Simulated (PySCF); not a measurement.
IrO4, SMILES [O]=[Ir+]1(=[O])[O][O]1, charge +1, multiplicity 1.

Geometry: B3LYP-D3(BJ)/def2-SVP. The multiplicity is an assumed one; other spin states were not compared. The def2 effective core potentials stand for the cores of Ir; spin–orbit coupling is left out.

Level of theory: PySCF with B3LYP-D3(BJ)/def2-SVP.

Frequencies are harmonic and unscaled.

```
mode  ν (cm⁻¹)  IR (km/mol)  moving atoms (share of kinetic energy)
----  --------  -----------  --------------------------------------
1          211          0.8                         O 87 %, Ir 13 %
2          243          1.3                         O 82 %, Ir 18 %
3          278          3.1                                  O 93 %
4          344          0.0                                 O 100 %
5          550          0.5                         O 87 %, Ir 13 %
6          624          0.1                                  O 94 %
7         1004         66.9                         O 89 %, Ir 11 %
8         1022         73.7                                  O 97 %
9         1039          2.0                                  O 98 %
```
